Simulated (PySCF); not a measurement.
**Sn²⁺: interval between two levels**

Sn²⁺ [Kr] 4d10 5s2 → Sn²⁺ [Kr] 4d9 5s2 6s1 [3D3, M_J = 3], as a difference of total energies. All numbers are calculated (PySCF 2.14, the two-component X2C-1e Hamiltonian, in x2c-TZVPall-2c with one added diffuse shell each of s, p, d, f type (9s10p6d3f, 90 functions)). Correlated levels: [Ar] 3d10 frozen; the 6 highest virtual spinors dropped. "Screened" scales the spin-orbit matrix elements by Boettger's factors to mimic the two-electron term; Breit and QED terms are absent.

```tsv
method	interval between two levels (cm⁻¹)
GHF (spin-free)	301330
GMP2 (spin-free)	306630
GHF (screened spin-orbit)	297820
GMP2 (screened spin-orbit)	303070
```

The labels give the starting determinants; with spin-orbit coupling the two ends relaxed to ⟨J²⟩ = 0.00, ⟨L²⟩ = 0.02, ⟨S²⟩ = 0.02 and ⟨J²⟩ = 12.01, ⟨L²⟩ = 6.02, ⟨S²⟩ = 2.02.

The promoted electron is Rydberg-like, and one or two diffuse shells describe it only roughly, which tends to raise the upper state.
